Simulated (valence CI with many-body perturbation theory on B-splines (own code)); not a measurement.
**E1 transitions of K4+**

Calculated by configuration interaction combined with many-body perturbation theory (CI+MBPT): five valence electrons over a frozen Dirac-Fock core [Ne], a basis of 11 s, 11 p, 10 d, 8 f, 5 g, 2 h functions for each j, with the one-electron correlation potential Σ1, the two-electron term Σ2, the three-electron term Σ3, Breit, model QED; selected CI, second order for the rest, scaled by the run's own slope (own B-spline code, finite nucleus).

Against 33 measured levels this calculation errs by 288 cm⁻¹ on average and by 1156 at most. These come from a selection out of Sansonetti, J. Phys. Chem. Ref. Data 37, 7 (2008). Levels without a partner in it may be off by more. Among the levels kept, up to 3400 cm⁻¹ of a level comes from second order outside the variational space, and about a tenth of that is noise between levels of different J, which matters for small intervals. 5 measured levels below the end of the list, from 206720 cm⁻¹ on, found no clear computed partner, and computed levels of the same name lie up to 6871 cm⁻¹ from them.

Lines 1 to 50 of 580 in falling wavelength, among levels below 469680 cm⁻¹, chosen from the strongest by gf and those to the six lowest levels. Wavelengths and rates use the calculated energies, so an error of 300 cm⁻¹ moves a line at 336.0 nm by 1 % and its rate by three times that or more. Electric multipoles are in the length gauge, E1 and E2 with the static RPA response of the core. Weak lines are less certain than strong ones. Lines between different terms over intervals too small for the method are left out, as are lines whose strength nearly cancels. Where a level lies close to another of its J and parity, the split of strength between their lines is uncertain. The highest levels of a list are the least certain.

Names give the largest LS component (configuration and term), which can be under half, so a name can repeat, a term be missing and a line seem to break the LS rules; names also repeat where a configuration has a term twice. Letters in brackets count levels of one name in rising energy.

```
λ vac (nm)                   Upper                   Lower   A (s⁻¹)  S (a.u.)
     336.0      3s2 3p2 4p 2S°_1/2       3s2 3p2 4s 2P_3/2  6.82e+07  2.55e+00
     322.6  3s2 3p2 4p 2D°_5/2 [a]       3s2 3p2 4s 2D_5/2  2.04e+07  2.03e+00
     316.7      3s2 3p2 4p 2S°_1/2       3s2 3p2 4s 2P_1/2  5.29e+07  1.66e+00
     280.2  3s2 3p2 4p 2P°_1/2 [a]       3s2 3p2 4s 2D_3/2  4.16e+07  9.04e-01
     278.8  3s2 3p2 4p 2P°_3/2 [a]       3s2 3p2 4s 2D_5/2  3.42e+07  1.46e+00
     256.2   3s 3p3 3d 4D°_5/2 [b]       3s2 3p2 4s 4P_5/2  2.59e+07  1.29e+00
     251.8   3s 3p3 3d 4D°_3/2 [b]       3s2 3p2 4s 4P_3/2  5.72e+07  1.80e+00
     248.6   3s 3p3 3d 4D°_7/2 [b]       3s2 3p2 4s 4P_5/2  1.13e+08  6.85e+00
     248.5  3s2 3p2 4p 4D°_1/2 [a]       3s2 3p2 4s 4P_1/2  1.04e+08  1.57e+00
     247.0      3s2 3p2 4p 4P°_5/2       3s2 3p2 4s 2P_3/2  3.17e+07  1.42e+00
     246.5   3s 3p3 3d 4D°_5/2 [b]       3s2 3p2 4s 4P_3/2  8.87e+07  3.93e+00
     245.4   3s 3p3 3d 4D°_3/2 [b]       3s2 3p2 4s 4P_1/2  5.95e+07  1.74e+00
     240.0      3s2 3p2 4p 4P°_3/2       3s2 3p2 4s 2P_1/2  6.51e+07  1.78e+00
     238.7   3s2 3p2 4d 2D_5/2 [a]  3s2 3p2 4p 2P°_3/2 [c]  2.09e+07  8.42e-01
     235.3  3s2 3p2 4p 2D°_3/2 [a]       3s2 3p2 4s 2P_1/2  1.32e+08  3.38e+00
     234.9  3s2 3p2 4p 2D°_5/2 [a]       3s2 3p2 4s 2P_3/2  1.90e+08  7.28e+00
     229.8   3s 3p3 3d 4P°_5/2 [a]       3s2 3p2 4s 4P_3/2  2.28e+07  8.19e-01
     223.6      3s2 3p2 4p 2F°_5/2       3s2 3p2 4s 2D_3/2  3.04e+08  1.01e+01
     220.6      3s2 3p2 4p 2F°_7/2       3s2 3p2 4s 2D_5/2  3.40e+08  1.44e+01
     218.3   3s2 3p2 4d 2F_5/2 [a]  3s2 3p2 4p 2D°_3/2 [b]  2.55e+07  7.85e-01
     217.0      3s2 3p2 4p 4D°_5/2       3s2 3p2 4s 4P_5/2  2.65e+07  8.01e-01
     216.1      3s2 3p2 4p 4P°_3/2       3s2 3p2 4s 4P_5/2  4.94e+07  9.85e-01
     214.0      3s2 3p2 4p 4D°_3/2       3s2 3p2 4s 4P_3/2  8.09e+07  1.57e+00
     213.9  3s2 3p2 4p 2P°_1/2 [c]       3s2 3p2 4s 2S_1/2  3.79e+08  3.66e+00
     213.4   3s 3p3 3d 4F°_5/2 [b]       3s2 3p2 4s 4P_5/2  5.19e+07  1.49e+00
     213.2      3s2 3p2 4p 4P°_5/2       3s2 3p2 4s 4P_5/2  1.70e+08  4.87e+00
     212.9  3s2 3p2 4p 2P°_3/2 [d]       3s2 3p2 4s 2S_1/2  3.82e+08  7.29e+00
     212.1  3s2 3p2 4p 4D°_1/2 [b]       3s2 3p2 4s 4P_1/2  1.84e+08  1.74e+00
     211.4  3s2 3p2 4p 2P°_1/2 [a]       3s2 3p2 4s 2P_3/2  1.21e+08  1.13e+00
     211.2      3s2 3p2 4p 4D°_7/2       3s2 3p2 4s 4P_5/2  2.21e+08  8.21e+00
     210.8  3s2 3p2 4p 2P°_3/2 [a]       3s2 3p2 4s 2P_3/2  2.74e+08  5.07e+00
     210.0      3s2 3p2 4p 4D°_5/2       3s2 3p2 4s 4P_3/2  1.86e+08  5.10e+00
     209.4      3s2 3p2 4p 4D°_3/2       3s2 3p2 4s 4P_1/2  1.26e+08  2.28e+00
     209.2      3s2 3p2 4p 4P°_3/2       3s2 3p2 4s 4P_3/2  8.36e+07  1.51e+00
     208.4      3s2 3p2 4p 4P°_1/2       3s2 3p2 4s 4P_3/2  3.08e+08  2.76e+00
     207.7   3s2 3p2 4d 2F_7/2 [a]  3s2 3p2 4p 2D°_5/2 [b]  3.94e+07  1.39e+00
     207.0  3s2 3p2 4p 2D°_5/2 [b]       3s2 3p2 4s 2D_5/2  3.30e+08  8.67e+00
     206.8  3s2 3p2 4p 2D°_3/2 [b]       3s2 3p2 4s 2D_3/2  2.63e+08  4.59e+00
     206.7   3s 3p3 3d 4F°_5/2 [b]       3s2 3p2 4s 4P_3/2  3.19e+07  8.35e-01
     206.6  3s2 3p2 4p 2D°_3/2 [b]       3s2 3p2 4s 2D_5/2  7.90e+07  1.37e+00
     205.6  3s2 3p2 4p 2D°_3/2 [a]       3s2 3p2 4s 4P_3/2  6.06e+07  1.04e+00
     204.8      3s2 3p2 4p 4S°_3/2       3s2 3p2 4s 4P_5/2  3.05e+08  5.17e+00
     204.8      3s2 3p2 4p 4P°_3/2       3s2 3p2 4s 4P_1/2  1.01e+08  1.71e+00
     204.4   3s2 3p2 4d 2D_5/2 [a]  3s2 3p2 4p 2P°_3/2 [b]  2.88e+07  7.29e-01
     204.1  3s2 3p2 4p 2D°_5/2 [a]       3s2 3p2 4s 4P_5/2  6.87e+07  1.73e+00
     203.6  3s2 3p2 4p 2P°_1/2 [a]       3s2 3p2 4s 2P_1/2  2.20e+08  1.83e+00
     203.0  3s2 3p2 4p 2P°_3/2 [a]       3s2 3p2 4s 2P_1/2  6.90e+07  1.14e+00
     202.6   3s2 3p2 4d 2D_3/2 [a]  3s2 3p2 4p 2P°_1/2 [b]  3.87e+07  6.35e-01
     201.3  3s2 3p2 4p 2D°_3/2 [a]       3s2 3p2 4s 4P_1/2  4.51e+07  7.26e-01
     198.6      3s2 3p2 4p 4S°_3/2       3s2 3p2 4s 4P_3/2  8.93e+07  1.38e+00
```
